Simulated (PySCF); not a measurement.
# Towards the basis-set limit for TlS

State: ²Π, doublet, unpaired electrons π ↑. De refers to Tl + S. ROHF-based CCSD(T) in PySCF 2.14 with Tl cc-pwCVDZ-PP with ECP60, S aug-cc-pV(D+d)Z and Tl cc-pwCVTZ-PP with ECP60, S aug-cc-pV(T+d)Z (frozen core orbitals: 9; scalar-relativistic core potentials). Correlation energies are extrapolated as n⁻³ (n = 2, 3), Hartree–Fock as (n+1)·exp(−9√n).

```tsv
Level	Re (Å)	ωe (cm⁻¹)	ωexe (cm⁻¹)	αe (cm⁻¹)	De (eV)
CCSD(T)/DZ	2.6384	250.0	0.676	0.000370	2.703
CCSD(T)/TZ	2.6002	262.3	0.760	0.000386	2.890
HF/CBS	2.6171	258.1	0.774	0.000395	1.888
MP2/CBS	2.5741	271.0	0.763	0.000383	2.995
CCSD/CBS	2.5892	267.1	0.779	0.000387	2.827
CCSD(T)/CBS	2.5903	266.4	0.776	0.000386	2.971
```

Q: How much is left between CCSD(T)/TZ and the basis-set limit, and how much do the triples give at the limit?

A: CCSD(T)/CBS less CCSD(T)/TZ: -9.9 mÅ in Re, +4.1 cm⁻¹ in ωe and +0.081 eV in De. CCSD(T)/CBS less CCSD/CBS: +1.1 mÅ in Re, -0.7 cm⁻¹ in ωe and +0.144 eV in De.

The T1 diagnostic is 0.019. The state was picked by a PBE0 search and need not be the measured ground state. Spin–orbit coupling, excitations beyond (T) and corrections to the Born–Oppenheimer picture are left out, and spin–orbit coupling matters for open p, d or f shells this heavy.

The whole job (state search and all basis sets along the bond) took about 29 min on 4 threads of Arm Neoverse V1 (shared host), peak memory 14 GiB.
